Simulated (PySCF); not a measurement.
SiFH₂I, SMILES F[SiH2]I. Coordinates come from a B3LYP-D3(BJ)/def2-TZVP optimisation. The def2 effective core potentials stand for the cores of I; spin–orbit coupling is left out.

Calculation: B3LYP-D3(BJ)/def2-TZVP (PySCF 2.14.0).

Harmonic wavenumbers (cm⁻¹): 187, 369, 572, 727, 868, 892, 961, 2269, 2286. Rotational constants (GHz): 18.83, 1.847, 1.717; symmetry number 1.

Work out the zero-point energy and the ideal-gas rigid-rotor harmonic-oscillator thermochemistry at 298.15 K and 1 atm.

ZPE = ½ Σ hcν = ½ × 9131 cm⁻¹ = 13.05 kcal/mol. H − E(el) = 16.28 kcal/mol. Entropy in cal/(mol K): translation 41.40, rotation 26.09, vibration 4.53, total 72.02. G − E(el) = -5.20 kcal/mol. Cp = 14.70 cal/(mol K).
